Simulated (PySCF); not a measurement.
C6H12BO2 (SMILES [CH2]C1(C)OBOC1(C)C), doublet, at a GFN2-xTB geometry; MP2/STO-3G run with PySCF.

Input for PySCF:
```python
from pyscf import gto, scf, mp

mol = gto.M(
    atom='''
C     1.449594    0.824541    1.180045
C     0.840397    0.072580    0.077224
C     1.570844    0.380696   -1.242600
O     0.948034   -1.332436    0.306461
B    -0.241839   -1.923405    0.052349
O    -1.228855   -1.040667   -0.235692
C    -0.744738    0.281505   -0.044207
C    -1.198247    1.167250   -1.198473
C    -1.323393    0.809916    1.272738
H     1.755944    1.840154    1.030076
H     1.640508    0.345471    2.118160
H     1.514850    1.438215   -1.479618
H     1.143870   -0.206130   -2.051776
H     2.614030    0.095768   -1.127793
H    -0.400404   -3.074053    0.072338
H    -2.283479    1.237721   -1.174985
H    -0.779572    2.164452   -1.096552
H    -0.910122    0.746286   -2.156560
H    -1.021072    0.167717    2.096147
H    -0.975967    1.822080    1.460958
H    -2.409570    0.805245    1.213347
''',
    basis='sto-3g',
    charge=0,
    spin=1,
    verbose=4,
)

mf = scf.UHF(mol)
mf.kernel()

pt = mp.MP2(mf)
pt.kernel()
print('E(MP2) = %.10f' % pt.e_tot)
```

Output, abridged:

```
PySCF version 2.14.0

[INPUT] verbose = 4
[INPUT] num. atoms = 21
[INPUT] num. electrons = 69
[INPUT] charge = 0
[INPUT] spin (= nelec alpha-beta = 2S) = 1
[INPUT] symmetry False subgroup None
[INPUT] Mole.unit = angstrom
[INPUT] Symbol           X                Y                Z      unit          X                Y                Z       unit  Magmom
[...]
nuclear repulsion = 488.615783033577
number of shells = 39
number of NR pGTOs = 171
number of NR cGTOs = 57
basis = sto-3g
ecp = {}

******** <class 'pyscf.scf.uhf.UHF'> ********
method = UHF
initial guess = minao
damping factor = 0
level_shift factor = 0
DIIS = <class 'pyscf.scf.diis.CDIIS'>
diis_start_cycle = 1
diis_space = 8
diis_damp = 0
SCF conv_tol = 1e-09
SCF conv_tol_grad = None
SCF max_cycles = 50
direct_scf = True
direct_scf_tol = 1e-13
number electrons alpha = 35  beta = 34
Set gradient conv threshold to 3.16228e-05
init E= -405.681185528403

cycle= 1 E= -403.412846117177  delta_E= 2.27  |g|= 0.473  |ddm|= 3.97
cycle= 2 E= -403.569862528448  delta_E= -0.157  |g|= 0.166  |ddm|= 0.805
cycle= 3 E= -403.587301618172  delta_E= -0.0174  |g|= 0.0393  |ddm|= 0.224
cycle= 4 E= -403.589267444215  delta_E= -0.00197  |g|= 0.0108  |ddm|= 0.0916
cycle= 5 E= -403.589452171465  delta_E= -0.000185  |g|= 0.00447  |ddm|= 0.0269
cycle= 6 E= -403.589487521167  delta_E= -3.53e-05  |g|= 0.00141  |ddm|= 0.014
cycle= 7 E= -403.589491199016  delta_E= -3.68e-06  |g|= 0.000471  |ddm|= 0.00458
cycle= 8 E= -403.589491578701  delta_E= -3.8e-07  |g|= 0.000248  |ddm|= 0.00123
cycle= 9 E= -403.589491700901  delta_E= -1.22e-07  |g|= 0.000136  |ddm|= 0.000705
cycle= 10 E= -403.5894917492  delta_E= -4.83e-08  |g|= 4.48e-05  |ddm|= 0.000604
cycle= 11 E= -403.589491753955  delta_E= -4.75e-09  |g|= 1.52e-05  |ddm|= 0.000197
cycle= 12 E= -403.589491754411  delta_E= -4.55e-10  |g|= 5.52e-06  |ddm|= 5.35e-05
Extra cycle  E= -403.58949175445  delta_E= -3.9e-11  |g|= 3.47e-06  |ddm|= 9.76e-06
converged SCF energy = -403.58949175445  <S^2> = 0.76562919  2S+1 = 2.0155686

******** <class 'pyscf.mp.ump2.UMP2'> ********
nocc = (np.int64(35), np.int64(34)), nmo = (57, 57)
E(UMP2) = -404.004145881011  E_corr = -0.414654126561725
E(SCS-UMP2) = -404.032879698142  E_corr = -0.44338794369247
E_corr(same-spin) = -0.0625350094403067
E_corr(oppo-spin) = -0.352119117121418
E(MP2) = -404.0041458810
```
